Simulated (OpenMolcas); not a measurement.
F V: the spin-orbit constant, worked from levels

```yaml
Program: OpenMolcas
Basis: ANO-R1 [3s2p1d]
Scalar_Hamiltonian: X2C, finite nucleus
Active_space: 3 electrons in 4 orbitals (2s 2p)
State_averaging: 2S+1 = 4 odd, 1 root; 2S+1 = 2 odd, 11 roots; 2S+1 = 4 even, 3 roots; 2S+1 = 2 even, 9 roots
Spin-orbit_coupling: state interaction with AMFI integrals over the reference wave functions, term energies averaged over their components
```

Methods: CASSCF; MS-CASPT2, IPEA 0.25 Eh, imaginary shift 0.1 Eh (closed shells correlated: 1s). Measured levels: Moore, Atomic Energy Levels, vol. I, NSRDS-NBS 35 (1971 reprint of NBS Circular 467, 1949).

**The spin-orbit constant.** For the Hund term ²P° of p1, E(J) = (A/2) J(J+1) + constant and ζ = 2S·A = A. From J = 1/2 to J = 3/2 the energy changes by 1.5 A.

```tsv
Source	E(3/2) - E(1/2)	A	ζ
CASSCF	660.8	440.5	441
MS-CASPT2	662.0	441.3	441
measured	746.0	497.3	497
```

All in cm-1. MS-CASPT2 is off by -11.3 % and CASSCF by -11.4 %. Both methods take the spin-orbit matrix elements from the reference wave functions, so the second can move ζ only through the term energies and any multistate remixing.

The basis is small and was not contracted for so high a charge. Measured partners are found by configuration, term and J. A level has none where our copy of the source lacks it or the pairing is in doubt (some pairs that miss far off the trend of their configuration count as doubtful), and it then counts in no deviation. Only configurations of the active space appear.

° marks odd parity.
